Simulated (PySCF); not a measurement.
**How methods differ on the ionisation energy of Mg⁺**

Mg⁺ [Ne] 3s1 (2S) → Mg²⁺ [Ne] (1S), as a difference of total energies. Calculation: PySCF 2.14, in x2c-QZVPPall with one added diffuse shell each of s, p, d, f type (10s7p6d3f, 82 functions); scalar relativity by spin-free X2C-1e. Correlated levels: valence and next inner shell: 1s2 frozen. The calculations carry no spin-orbit coupling.

```json
{"method": "UHF", "ionisation energy (eV)": "14.745"}
{"method": "PBE", "ionisation energy (eV)": "15.360"}
{"method": "PBE0", "ionisation energy (eV)": "15.255"}
{"method": "r2SCAN", "ionisation energy (eV)": "15.039"}
{"method": "r2SCAN0", "ionisation energy (eV)": "15.056"}
{"method": "CAM-B3LYP", "ionisation energy (eV)": "15.493"}
{"method": "wB97X", "ionisation energy (eV)": "14.647"}
{"method": "PBEsol", "ionisation energy (eV)": "15.197"}
{"method": "MP2 (valence and next inner shell)", "ionisation energy (eV)": "14.981"}
```

Estimate what SCS-MP2 (valence and next inner shell) gives.

14.930 eV, closest to MP2 (valence and next inner shell) among the rows shown.

Estimate what LDA gives.

15.377 eV, closest to PBE among the rows shown.

Errors of the correlated levels include the incompleteness of this basis and the frozen core.

For comparison: 15.035 eV (measured; NIST Atomic Spectra Database, ionization energies).
